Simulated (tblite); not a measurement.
Species: C₅H₇O₂ (doublet state).
Structure used (GFN2-xTB), in Å, numbered top down from 1:
```xyz
14
C5H7O2 angstrom
C     -3.242   -0.126    0.702
O     -1.955   -0.301    0.923
C     -1.032    0.030    0.031
C      0.294   -0.144    0.266
C      1.279    0.240   -0.731
C      2.715   -0.001   -0.323
O      0.979    0.720   -1.811
H     -3.896   -0.421    1.497
H     -3.599    0.299   -0.221
H     -1.362    0.456   -0.913
H      0.630   -0.564    1.201
H      2.866   -1.059   -0.119
H      2.939    0.557    0.584
H      3.385    0.314   -1.118
```

Method: GFN2-xTB as coded in tblite; computed harmonic values from a numerical Hessian at the method's own geometry, unscaled. Errors from tens to a few hundred cm⁻¹ against measured bands are possible. One conformer, not necessarily the lowest. Open shells enter through the occupations alone, without spin polarisation, and single modes of such species can be off by tens of per cent.

Harmonic wavenumbers (cm⁻¹): 86.4, 105.9, 122.4, 185.2, 223.6, 316.4, 348.9, 417.8, 490.2, 512.2, 559.2, 603.4, 753.0, 945.5, 952.1, 971.8, 990.1, 1035.1, 1124.4, 1182.8, 1259.1, 1271.8, 1315.6, 1368.0, 1369.4, 1457.9, 1465.3, 1559.6, 1684.2, 3023.7, 3025.9, 3029.0, 3062.0, 3102.1, 3104.5, 3189.6.

A = 9013, B = 1190, C = 1058 MHz; mass 99.045 u (most abundant isotopes); point group Cs, symmetry number 1; spin multiplicity 2.

Problem. What is the zero-point energy?

Solution. Half the sum of the wavenumbers: 23107 cm⁻¹ = 276.42 kJ/mol.

Problem. Give the ideal-gas entropy at 350 K and 1 bar in the rigid-rotor, harmonic-oscillator model (classical rotation).

Solution. Translation 169.50, rotation 118.06, vibration 104.73, spin (R ln 2) 5.76: S = 398.1 J/(mol K).

Problem. And Cp and H(350 K) − H(0)?

Solution. Cp = 144.41 J/(mol K), of which vibrations give 111.16 (their classical limit is 36 R = 299.3); H(350 K) − H(0) = 31.55 kJ/mol without the zero-point energy, 19.91 from vibrations.

Problem. How do the functions run with temperature in this model?

Solution. 
```json
{"T (K)": "100", "S (J/(mol K))": "273.7", "Cp (J/(mol K))": "67.4", "H − H(0) (kJ/mol)": "4.77", "G − H(0) (kJ/mol)": "-22.60", "ln q(vib)": "0.91"}
{"T (K)": "200", "S (J/(mol K))": "330.7", "Cp (J/(mol K))": "100.0", "H − H(0) (kJ/mol)": "13.18", "G − H(0) (kJ/mol)": "-52.96", "ln q(vib)": "2.80"}
{"T (K)": "300", "S (J/(mol K))": "376.9", "Cp (J/(mol K))": "130.0", "H − H(0) (kJ/mol)": "24.69", "G − H(0) (kJ/mol)": "-88.39", "ln q(vib)": "4.77"}
{"T (K)": "500", "S (J/(mol K))": "456.2", "Cp (J/(mol K))": "182.2", "H − H(0) (kJ/mol)": "56.17", "G − H(0) (kJ/mol)": "-171.93", "ln q(vib)": "8.65"}
{"T (K)": "800", "S (J/(mol K))": "553.8", "Cp (J/(mol K))": "232.5", "H − H(0) (kJ/mol)": "119.05", "G − H(0) (kJ/mol)": "-323.98", "ln q(vib)": "14.12"}
{"T (K)": "1000", "S (J/(mol K))": "608.1", "Cp (J/(mol K))": "254.3", "H − H(0) (kJ/mol)": "167.85", "G − H(0) (kJ/mol)": "-440.29", "ln q(vib)": "17.48"}
```

q(vib) and H(0) count from the zero-point level.

Problem. What must be added to the electronic energy to get the Gibbs energy at 350 K and 1 bar?

Solution. ZPE + [H(350 K) − H(0)] − T·S = 276.42 + 31.55 − 139.32 = 168.65 kJ/mol.

Problem. Blend soft modes into free rotors: weight 1/[1 + (100 cm⁻¹/ν̃)⁴] for the oscillator and the rest for a rotor with moment μB/(μ + B), μ = h/(8π²ν), B = 10⁻⁴⁴ kg m². What vibrational entropy results?

Solution. 100.29 J/(mol K) in place of 104.73, which changes −T·S at 350 K by +1.55 kJ/mol.

Hindered rotation and anharmonicity are outside this model. Other conformers, if any are populated, would add a mixing term that is left out.
